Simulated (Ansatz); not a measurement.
This geometry of Cl₂GaH₄NO (9 atoms, charge 0, multiplicity 1) is a first-order saddle point.

These are results of RKS PBE-D4/def2-SVP in Ansatz 0.2.0, not measurements.

```xyz
9
Properties=species:S:1:pos:R:3
Ga -0.076 0.213 0.113
N -0.099 0.125 2.069
H -0.803 -0.495 2.488
H 0.799 -0.035 2.543
Cl 1.849 0.110 -0.859
Cl -1.839 -0.632 -0.832
O -0.502 2.081 0.716
H -1.413 2.373 0.517
H -0.452 1.441 1.699
```

Q: Which two structures does it join? (They come from a converged band through this point; their orientation in space is the band's.)

A: Bonds broken: O7–H9. Bonds formed: N2–H9.

First end point:

```xyz
9
Properties=species:S:1:pos:R:3
Ga -0.035 0.124 0.244
N -0.065 0.025 2.132
H -0.733 -0.663 2.504
H 0.846 -0.174 2.563
Cl 1.837 0.122 -0.838
Cl -1.864 -0.495 -0.770
O -0.520 2.142 0.645
H -1.449 2.299 0.378
H -0.552 1.801 1.596
```

Last end point:

```xyz
9
Properties=species:S:1:pos:R:3
Ga -0.311 0.557 0.099
N -0.088 0.119 2.116
H -0.722 -0.639 2.405
H 0.881 -0.151 2.334
Cl 1.711 0.201 -0.658
Cl -1.818 -0.908 -0.511
O -0.835 2.265 0.422
H -1.029 2.764 -0.391
H -0.326 0.974 2.639
```

Q: How far does it lie above each of them?

A: 1.8 kcal/mol above the first and 17.1 kcal/mol above the second. This is the barrier of this one path; another mechanism may lie lower. The orbitals stay closed-shell, which can raise the energy where a bond breaks towards radicals; this wasn't checked here.

The run took 73 s on 4 threads of Arm Neoverse V2, on a shared host, peak memory 0.18 GiB.
